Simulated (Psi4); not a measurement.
CrF2O2 (SMILES [O]=[Cr](=[O])([F])[F]), singlet, at a GFN2-xTB geometry (such geometries of metal compounds can be far from the true shape). Base run: B3LYP/STO-3G (Psi4 1.11).

The Psi4 input:
```
memory 2 GB

molecule {
0 1
  Cr    0.05209847   -0.00918190    0.01711959
  O     1.23511899   -0.33445517   -0.92728600
  O     0.50205912    0.02829272    1.49812372
  F    -0.56708148    1.48699299   -0.39379254
  F    -1.11600608   -1.19036352   -0.15927100
}

set basis sto-3g

energy('b3lyp')
print_variables()
```

Each row names what was changed in the base input (with any setting that the change needs).

```json
[
 {"change": "base", "ΔE vs base (µEh)": "0.0", "SCF cycles": "11", "grid points": "106236", "basis functions": "38", "outcome": "converged"},
 {"change": "damping_percentage = 20", "ΔE vs base (µEh)": "0.6", "SCF cycles": "23", "grid points": "106236", "basis functions": "38", "outcome": "converged"},
 {"change": "df_basis_scf = cc-pvtz-jkfit", "ΔE vs base (µEh)": "-", "SCF cycles": "-", "grid points": "-", "basis functions": "38", "outcome": "input refused"},
 {"change": "level_shift = 0.3", "ΔE vs base (µEh)": "0.0", "SCF cycles": "13", "grid points": "106236", "basis functions": "38", "outcome": "converged"},
 {"change": "guess = sapgau", "ΔE vs base (µEh)": "0.0", "SCF cycles": "11", "grid points": "106236", "basis functions": "38", "outcome": "converged"},
 {"change": "guess = modhuckel", "ΔE vs base (µEh)": "0.0", "SCF cycles": "13", "grid points": "106236", "basis functions": "38", "outcome": "converged"},
 {"change": "dft_nuclear_scheme = stratmann", "ΔE vs base (µEh)": "-15.5", "SCF cycles": "11", "grid points": "99236", "basis functions": "38", "outcome": "converged"},
 {"change": "dft_nuclear_scheme = becke", "ΔE vs base (µEh)": "-171", "SCF cycles": "11", "grid points": "105094", "basis functions": "38", "outcome": "converged"},
 {"change": "d_convergence = 1e-4", "ΔE vs base (µEh)": "0.1", "SCF cycles": "9", "grid points": "106236", "basis functions": "38", "outcome": "converged"},
 {"change": "level_shift = 1.0", "ΔE vs base (µEh)": "0.0", "SCF cycles": "12", "grid points": "106236", "basis functions": "38", "outcome": "converged"},
 {"change": "scf_type = pk", "ΔE vs base (µEh)": "[?]", "SCF cycles": "11", "grid points": "106236", "basis functions": "38", "outcome": "converged"},
 {"change": "e_convergence = 1e-8", "ΔE vs base (µEh)": "0.0", "SCF cycles": "11", "grid points": "106236", "basis functions": "38", "outcome": "converged"},
 {"change": "guess = huckel", "ΔE vs base (µEh)": "0.0", "SCF cycles": "11", "grid points": "106236", "basis functions": "38", "outcome": "converged"}
]
```

Problem. Some entries are withheld; supply them.

Solution. 
- scf_type = pk, ΔE vs base (µEh): 2468

- df_basis_scf = cc-pvtz-jkfit: ended with `psi4.driver.qcdb.exceptions.BasisSetNotFound: BasisSet::construct: Unable to find a basis set for atom 1 for key JKFIT among:`
